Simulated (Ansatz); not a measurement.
Consider the redistribution: `CC(C)O[Si]Cl` + `[SiH3][N]([SiH3])[InH2]` → `[SiH3]N([SiH3])[Si]Cl` + `CC(C)[O][InH2]`.

Computed with Ansatz on PBE0-D4/def2-TZVP structures; ΔE is electronic, products minus reactants. CCSD(T)/CBS is the MP2 limit (def2-TZVPP, def2-QZVPP) plus CCSD(T) − MP2 in def2-TZVPP, frozen cores. Functionals use def2-TZVPP. def2 core potentials past Kr. For In outer-core shells are correlated without core-valence functions, which leaves a few kJ/mol of doubt a bond. One conformer a species, not always the lowest.

| level | ΔE (kcal/mol) |
| --- | --- |
| PBE-D4 | 8.3 |
| BLYP-D4 | 8.8 |
| B97M-V | 10.1 |
| ωB97X-V | 10.4 |
| ωB97M-V | 10.5 |
| r2SCAN | 9.6 |
| SCS-MP2/def2-QZVPP | 11.2 |
| HF/CBS(def2) | 12.9 |

Problem. What does CCSD(T)/CBS give? (An estimate is asked.)

Solution. Computed: +10.6 kcal/mol. The listed levels differ from it by -2.3, -1.8, -0.5, -0.2, -0.1, -1.0, 0.6, 2.3 kcal/mol.

Largest T1 diagnostic among the species: 0.016.

Leaving LDA and LC-ωPBE aside and taking each functional with its dispersion term where it has one, the values, not all of them listed here, spread over 3.7 kcal/mol, from revPBE-D4 to BHLYP-D4. From r2SCAN to r2SCAN0 (25 % exact exchange), in def2-TZVPP and without D4, ΔE moves by +0.8 kcal/mol. In def2-TZVPP, CCSD(T) changes the Hartree–Fock value by −2.1 kcal/mol (the triples alone add −0.5 kcal/mol) and MP2 by −1.7 kcal/mol.

CCSD(T)/CBS has its own doubt, a few kJ/mol and more with outer-core shells, so smaller differences from it don't rank the levels.
